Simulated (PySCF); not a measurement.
## Basis and Hamiltonian dependence of the excitation energy of I⁺

I⁺ [Kr] 4d10 5s2 5p4 (3P) → I⁺ [Kr] 4d10 5s1 5p4 6s1 (5P). All values are computed (PySCF 2.14, energy differences of UHF-based or UKS calculations, no spin-orbit coupling). Values in eV.

```
                                                                      basis    Hamiltonian  functions     UHF     LDA    PBE0  MP2 (valence)
                    def2-TZVPPD with the def2 core potential (28 electrons)            ECP         59  20.099  21.197  20.937         20.156
aug-cc-pVTZ-PP with one added diffuse shell each of d, f type with ECP28MDF            ECP         67  20.090  21.181  20.922         20.132
                                                               ANO-RCC-VTZP  spin-free X2C         68     n/a  23.665     n/a            n/a
     aug-cc-pwCVTZ-DK3 with one added diffuse shell each of s, p, d, f type  spin-free X2C        125  20.082  21.088  20.865         20.176
          x2c-QZVPPall with one added diffuse shell each of s, p, d, f type  spin-free X2C        128  20.093  21.095  20.868         20.238
                                               aug-cc-pV5Z-PP with ECP28MDF            ECP        139  20.073  21.185  20.921         20.262
```

Frozen in the all-electron rows: valence: [Kr] 4d10; with a core potential, the same shells as far as they lie outside it.

The upper state lies above the first ionisation limit, where it may autoionise and the basis confines it. A Rydberg-like electron needs more diffuse functions than a valence basis has.
